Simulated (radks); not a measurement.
The numbers below are computed, except where a source is named.
All-electron atom: Gd48+ in [Ne] 3s2 3p4.

Level of theory: scalar-relativistic Kohn-Sham, r2SCAN, spin-polarised, spherical densities, finite nucleus; open shells are filled with parallel spins first (spin-orbit coupling, left out, can overturn this in heavy ions); meta-GGA in the generalised Kohn-Sham scheme; Fermi nuclear charge, rms radius 5.1569 fm (a radial shooting solver on a logarithmic mesh with Libxc functionals).

Energy parts (Ry):
| part | energy |
|---|---|
| total | -18110.6985 |
| kinetic | 19726.4863 |
| electron-nucleus | -39708.5039 |
| Hartree | 2148.7542 |
| exchange-correlation | -277.4351 |

Orbitals (lengths in bohr, moments of r in powers of bohr; r(max) is where P^2 peaks):
[
 {"orbital": "1s up", "occ.": "1", "eigenvalue (Ry)": "-3926.142", "r(max)": "0.01392", "<r^4>": "1.141e-06"},
 {"orbital": "1s down", "occ.": "1", "eigenvalue (Ry)": "-3925.458", "r(max)": "0.01392", "<r^4>": "1.141e-06"},
 {"orbital": "2s up", "occ.": "1", "eigenvalue (Ry)": "-839.4586", "r(max)": "0.07853", "<r^4>": "0.0001708"},
 {"orbital": "2s down", "occ.": "1", "eigenvalue (Ry)": "-839.2137", "r(max)": "0.07855", "<r^4>": "0.0001702"},
 {"orbital": "2p up", "occ.": "3", "eigenvalue (Ry)": "-774.1621", "r(max)": "0.06350", "<r^4>": "0.0001257"},
 {"orbital": "2p down", "occ.": "3", "eigenvalue (Ry)": "-773.6076", "r(max)": "0.06355", "<r^4>": "0.0001255"},
 {"orbital": "3s up", "occ.": "1", "eigenvalue (Ry)": "-329.7493", "r(max)": "0.2122", "<r^4>": "0.004771"},
 {"orbital": "3s down", "occ.": "1", "eigenvalue (Ry)": "-328.0376", "r(max)": "0.2123", "<r^4>": "0.004805"},
 {"orbital": "3p up", "occ.": "3", "eigenvalue (Ry)": "-309.5638", "r(max)": "0.2057", "<r^4>": "0.004601"},
 {"orbital": "3p down", "occ.": "1", "eigenvalue (Ry)": "-307.8157", "r(max)": "0.2058", "<r^4>": "0.004634"}
]

The highest occupied level is 3p down at -4188.0 eV. Spin moment in Bohr magnetons: 2. The electron density at the nucleus is 6.589e+05 e/bohr^3 (large components only). For comparison, the ionisation energy in NIST's Atomic Spectra Database is 4191 eV (theoretical). In exact Kohn-Sham theory the highest level is minus the ionisation energy, but local and semilocal functionals leave it too shallow, through self-interaction and a potential that decays too fast; potentials with the right tail come closer. The spin density at the nucleus is 8.12 e/bohr^3 (1s -66.49, 2s 22.04, 3s 52.57). The density falls to 0.001 e/bohr^3 at r = 0.66 bohr.
